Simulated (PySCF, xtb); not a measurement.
CH4O4, SMILES C(O)(O)(O)O.

GFN2-xTB in xtb at its own geometry gives an orbital gap of 14.07 eV and a dipole moment of 0.00 D.

Geometry: B3LYP-D3(BJ)/def2-SVP. Other conformers were not sampled.

### Question
What does PBE/def2-TZVP in PySCF give? (The exact figures need the calculation; the answer reports its results.)

### Answer
gap 6.92 eV (levels -6.94 and -0.02 eV), dipole 0.00 D.
